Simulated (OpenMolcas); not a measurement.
Fe2+ with 3 ligands (chloride) in trigonal planar coordination (D3h). A charge of +0.333 e stands 2.6 Å behind each ligand. Ligand basis ANO-RCC-VDZP.

```
Program             : OpenMolcas
Method              : SS-CASPT2, IPEA 0.25 Eh, imaginary shift 0.1 Eh (closed shells correlated: 3s 3p and the ligand valence shells)
Basis               : ANO-RCC-VTZP [6s5p3d2f1g]
Scalar Hamiltonian  : DKH2, point nucleus
Active space        : 6 electrons in 5 orbitals (3d)
State averaging     : 2S+1 = 5 even, 5 roots; 2S+1 = 3 even, 45 roots; 2S+1 = 1 even, 50 roots
Spin-orbit coupling : state interaction with AMFI integrals over the reference wave functions
```

All ligands move together. At R = 2.21 Å the first state of the same spin is 1810 cm-1, and at R = 2.34 Å it is 1270 cm-1.

Q: A third run gives 950 cm-1. What distance was it run at?

A: With a power law R^-n the two known points give n = -ln(1270 / 1810) / ln(2.34 / 2.21) = 6.20. Then R = 2.21 × (1810 / 950)^(1/6.20) = 2.452 Å. The run was at 2.46 Å, so the estimate is off by -0.008 Å.

Roots that are degenerate in the reference are averaged as groups; the widest CASPT2 spread within a group is 150 cm-1 (the 2-fold group of multiplicity 5 near 5880 cm-1 above the lowest state of its run, R = 2.34). Shifts and gaps below about the spread of the groups concerned are not significant. Over all roots computed the reference weight is 0.73 to 0.78 in R = 2.21, 0.75 to 0.78 in R = 2.34, 0.75 to 0.78 in R = 2.46; a low but even weight reflects the number of correlated electrons. A single d shell leaves out the double-shell effect, which counts most for late 3d ions, where the CASPT2 field can be off either way by tens of per cent. Ligand-to-metal charge-transfer states are missing. For late 3d ions with one d shell CASPT2 can put B and the spin-flip bands somewhat low as well as high. Free-ion shares, where given, are those of the reference states; single-state CASPT2 does not remix them (holds for R = 2.34; R = 2.46). No measured value stands beside these numbers; the geometry is a model, was not optimised and need not be the one that this ion takes.
